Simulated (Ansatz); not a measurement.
N-butylpyridinium salts: binding per atom (eV) at several levels, gas phase, relaxed structures; Ansatz. Core potentials for I, Sb in the def2 sets, no spin–orbit coupling. Binding counts from free atoms in the multiplicity of their measured ground term, without zero-point energy. A dash marks a value that wasn't run or was left out as unsound. The structures are stationary points that may keep the symmetry of their start. Correlated methods freeze inner cores and use unrestricted references for open shells.

| species | state | geometry | PBE-D4/def2-SVP | PBE-D4/def2-TZVP | r2SCAN-D4/def2-TZVP | PBE0-D4/def2-SVP | PBE0-D4/def2-TZVP | MP2/def2-SVP |
| --- | --- | --- | --- | --- | --- | --- | --- | --- |
| N-butylpyridinium bromide (C9H14BrN) | singlet | r2SCAN-D4/def2-SVP | 4.54 | 4.49 | 4.37 | 4.46 | 4.41 | 4.24 |
| N-butylpyridinium chloride (C9H14ClN) | singlet | PBE-D4/def2-SVP | 4.55 | 4.50 | 4.38 | 4.47 | 4.41 | 4.24 |
| N-butylpyridinium iodide (C9H14IN) | singlet | PBE0-D4/def2-SVP | 4.52 | 4.47 | 4.36 | 4.45 | 4.39 | 4.22 |
| N-butylpyridinium hexafluoroantimonate (C9H14F6NSb) | singlet | PBE-D4/def2-SVP | 4.46 | 4.43 | 4.30 | 4.33 | 4.30 | – |

Estimate the rows for N-butylpyridinium tetrafluoroborate (C9H14BF4N) (singlet, r2SCAN-D4/def2-SVP geometry).


```
                                        species    state            geometry  PBE-D4/def2-SVP  PBE-D4/def2-TZVP  r2SCAN-D4/def2-TZVP  PBE0-D4/def2-SVP  PBE0-D4/def2-TZVP  MP2/def2-SVP
N-butylpyridinium tetrafluoroborate (C9H14BF4N)  singlet  r2SCAN-D4/def2-SVP             4.77              4.70                 4.58              4.67               4.60          4.49
```
